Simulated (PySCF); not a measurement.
C2H6BF2N.

```xyz
12

N      0.0000     0.0000    -1.3784
B      0.0000     0.0000     0.0064
C     -1.3822     0.0000     0.7860
F     -2.4631     0.0000    -0.0980
C      1.3822     0.0000     0.7860
F      2.4631     0.0000    -0.0980
H     -0.8602     0.0000    -1.9150
H      0.8602     0.0000    -1.9150
H     -1.4718    -0.8855     1.4447
H     -1.4718     0.8855     1.4447
H      1.4718     0.8855     1.4447
H      1.4718    -0.8855     1.4447
```

Geometry optimised at B3LYP-D3(BJ)/def2-SVP. The structure was generated by enumeration, and PubChem lists no compound with its InChIKey, so it may never have been made. Other conformers were not sampled.

Computed with PBE/pcSseg-1 in PySCF. Non-relativistic, no solvent.

Question: Give the absolute GIAO shielding of each atom: isotropic value and principal components (ppm). (An estimate is asked for; the answer gives what the named calculation found.)

Answer: 
```
atom  σ(iso)    σ11    σ22    σ33   span
----  ------  -----  -----  -----  -----
N1     154.6   53.8  180.0  230.0  176.2
B2      53.9   18.6   29.1  114.1   95.5
C3      97.9   55.2   70.6  167.8  112.6
F4     470.4  437.7  457.5  516.0   78.3
C5      97.9   55.2   70.6  167.8  112.6
F6     470.4  437.7  457.5  516.0   78.3
H7      26.5   21.7   25.8   32.0   10.3
H8      26.5   21.7   25.8   32.0   10.3
H9      26.6   22.6   26.1   31.0    8.4
H10     26.6   22.6   26.1   31.0    8.4
H11     26.6   22.6   26.1   31.0    8.4
H12     26.6   22.6   26.1   31.0    8.4
```
